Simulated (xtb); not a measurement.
In(F)(Cl)(OH) (ClFHInO), SMILES [OH][In]([F])[Cl]. All values are semi-empirical tight-binding results from xtb (GFN2-xTB unless named), good for trends rather than for accurate numbers. The structure is a stationary point at GFN2-xTB. Other conformers were not sampled.

Optimised geometry:

```xyz
5

In    -0.0213    -0.1989     0.0000
F      1.6453    -1.2607     0.0000
Cl    -0.0473     2.0748     0.0000
O     -1.4812    -1.4770     0.0000
H     -1.1108    -2.3638     0.0000
```

For metal compounds this method's bond lengths and energies can be far off.

### Question
Estimate the properties. (The exact figures need the calculation; the answer reports its results.)

### Answer

```
Property                                        Value
-------------------------------------  --------------
point group as xtb finds it                        Cs
orbital gap                                   3.10 eV
zero-point energy                        8.6 kcal/mol
G − E(el) at 298.15 K (modified RRHO)  -11.7 kcal/mol
```

Computed atomic charges and the Wiberg bond orders between heavy atoms:
charges (e) In1 0.38, F2 -0.30, Cl3 0.00, O4 -0.44, H5 0.35. Bond orders In1–F2 0.91, In1–Cl3 1.12, In1–O4 1.03.
